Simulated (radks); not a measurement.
Values are calculated unless marked as measured or tabulated.
Effect of the nuclear size on the tin ion Sn8+, [Kr] 4d6. Code: a radial shooting solver on a logarithmic mesh with Libxc functionals. Model: Dirac Kohn-Sham, relativistic LDA (MacDonald-Vosko exchange, VWN5 correlation), spin-unpolarised, spherical densities, finite nucleus; open shells are shared between the two j in proportion to 2j + 1; Fermi nuclear charge, rms radius 4.6519 fm. The rms radius is varied about that value; shifts are against it.

| rms radius (fm) | total energy shift (eV) | density at nucleus (e/bohr^3) | 1s1/2 shift (meV) | 2s1/2 shift (meV) | 4s1/2 shift (meV) | 4p1/2 shift (meV) | 4d5/2 shift (meV) | 5s1/2 (empty) shift (meV) |
|---|---|---|---|---|---|---|---|---|
| 3.8843 | -1.24 | 1.942e+05 | -517 | -59.2 | -2.43 | 0.138 | 0.121 | -0.622 |
| 4.196 | -0.758 | 1.919e+05 | -316 | -36.3 | -1.49 | 0.085 | 0.074 | -0.381 |
| 4.6519 | 0 | 1.889e+05 | 0.000 | 0.000 | 0.000 | 0.000 | 0.000 | 0.000 |
| 4.824 | 0.303 | 1.879e+05 | 127 | 14.5 | 0.596 | -0.034 | -0.030 | 0.152 |
| 5.3497 | 1.29 | 1.849e+05 | 537 | 61.6 | 2.53 | -0.144 | -0.126 | 0.647 |

Slopes of the eigenvalues against <r^2> in GHz/fm^2, as finite differences over the two radii next to the reference (eigenvalue slopes, not the field-shift constants of lines): 1s1/2 18900, 2s1/2 2170, 4s1/2 89.1, 4p1/2 -5.06, 4d5/2 -4.43, 5s1/2 (empty) 22.8.
